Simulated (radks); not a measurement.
Task: Coherent X-ray form factor from a spherical all-electron density. Calculated with a radial shooting solver on a logarithmic mesh with Libxc functionals: scalar-relativistic Kohn-Sham, LDA (Slater exchange, Perdew-Wang correlation), spin-polarised, spherical densities, point nucleus.

sin(theta)/lambda (1/angstrom),f0 (electrons)
0.05,3.860
0.1,3.495
0.15,3.030
0.2,2.586
0.25,2.227
0.3,1.969
0.4,1.672
0.5,1.516
0.6,1.392
0.8,1.141
1,0.896
1.25,0.641
1.5,0.454
2,0.232

The species is in the configuration that NIST lists as its ground one. Which atom or ion scatters so?

Result: The boron ion B+, [He] 2s2. Extrapolating in s^2 from the first two rows gives f0(0) = 4.0, near the electron count 4; among species with that count, the fall with angle is slower the higher Z, and the table is that of Z = 5; from so few rows the species is fixed only to a neighbour or two.
